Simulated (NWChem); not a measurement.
System: CdSiNH5; SMILES [NH2][Cd][SiH3]

```xyz
8

Cd     0.0019    -0.3355    -0.0112
N     -0.0057    -2.3477     0.0986
H      0.8135    -2.8433    -0.2461
H     -0.8245    -2.8368    -0.2565
Si    -0.0020     2.1501     0.0198
H     -1.2542     2.6951     0.6371
H      0.0899     2.7173    -1.3642
H      1.1519     2.7024     0.8003
```
Atoms are numbered in this order, from 1.

Program: NWChem. All runs use the structure optimised with PBE0/def2-SVP. def2 effective core potentials on Cd; no spin-orbit coupling.

Problem. What does the run give for PBE0/def2-SVPD? Quantities: highest occupied level (eV); orbital gap (eV); dipole (D).

Solution. highest occupied level (eV): -6.56
orbital gap (eV): 5.72
dipole (D): 0.87
